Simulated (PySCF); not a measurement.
BH₆N, SMILES [BH3-][NH3+] (connectivity only; charge and spin as stated), charge +1, multiplicity 2. Atoms are numbered in the order given.

```xyz
8

B      0.1381    -0.8299     0.0000
N     -0.0256     0.7163     0.0000
H      1.2189    -1.2862     0.0000
H     -0.8059    -1.4425    -0.5898
H     -0.8059    -1.4425     0.5898
H      0.4370     1.1282     0.8177
H     -0.9925     1.0498     0.0000
H      0.4370     1.1282    -0.8177
```
Charge +1, spin multiplicity 2.

Coordinates come from a B3LYP-D3(BJ)/def2-TZVP optimisation. The multiplicity is an assumed one; other spin states were not compared.

Two levels are set side by side: PBE/pcH-1 (PySCF) and PBE0/pcH-1 (PySCF). Contact hyperfine couplings, same geometry. Differences are taken from unrounded values.

```csv
quantity,PBE0
"A(iso) of 11B, atom B1 (MHz)",11.1
"A(iso) of 14N, atom N2 (MHz)",-6.1
"A(iso) of 1H, atom H3 (MHz)",-48.3
"A(iso) of 1H, atom H4 (MHz)",458.2
"A(iso) of 1H, atom H5 (MHz)",458.2
"A(iso) of 1H, atom H6 (MHz)",38.2
"A(iso) of 1H, atom H7 (MHz)",0.1
"A(iso) of 1H, atom H8 (MHz)",38.2
```

Task: What does PBE give, and how far is it from PBE0? (An estimate is asked for; the answer gives what the named calculation found.)

Result: 
| quantity | PBE | PBE minus PBE0 |
|---|---|---|
| A(iso) of 11B, atom B1 (MHz) | 14.3 | 3.2 |
| A(iso) of 14N, atom N2 (MHz) | -5.7 | 0.4 |
| A(iso) of 1H, atom H3 (MHz) | -45.5 | 2.8 |
| A(iso) of 1H, atom H4 (MHz) | 456.4 | -1.8 |
| A(iso) of 1H, atom H5 (MHz) | 456.4 | -1.8 |
| A(iso) of 1H, atom H6 (MHz) | 40.5 | 2.3 |
| A(iso) of 1H, atom H7 (MHz) | -0.2 | -0.3 |
| A(iso) of 1H, atom H8 (MHz) | 40.5 | 2.3 |

Rough cost on one machine, each run with all the roots and properties that it gave: PBE0 against PBE within a factor of 2.
